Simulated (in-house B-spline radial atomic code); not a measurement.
**Cr⁸⁺: [Ne] 3s2 3p(3 up, 1 down)**

Level of theory: non-relativistic Hartree-Fock, spin-polarised, averaged over the determinants with the given up and down occupations, point nucleus; calculated with an all-electron radial atomic-structure program (B-spline basis).

Z_r = [3n² - l(l+1)]/(2<r>); Z_e = n√(-2ε); the last column is Slater's effective charge. Values are occupation-weighted means over spin.

```json
{"shell": "1s", "electrons": "2", "ε (eV)": "-6182.6", "<r> (bohr)": "0.06415", "Z_r": "23.38", "Z_e": "21.32", "Slater": "23.70"}
{"shell": "2s", "electrons": "2", "ε (eV)": "-897.56", "<r> (bohr)": "0.2928", "Z_r": "20.49", "Z_e": "16.24", "Slater": "19.85"}
{"shell": "2p", "electrons": "6", "ε (eV)": "-786.69", "<r> (bohr)": "0.2589", "Z_r": "19.31", "Z_e": "15.21", "Slater": "19.85"}
{"shell": "3s", "electrons": "2", "ε (eV)": "-244.26", "<r> (bohr)": "0.8232", "Z_r": "16.40", "Z_e": "12.71", "Slater": "13.45"}
{"shell": "3p", "electrons": "4", "ε (eV)": "-212.49", "<r> (bohr)": "0.8353", "Z_r": "14.97", "Z_e": "11.86", "Slater": "13.45"}
```

The least bound orbital is 3p down at -207.9 eV, and it is also the most diffuse (<r> = 0.8393 bohr).
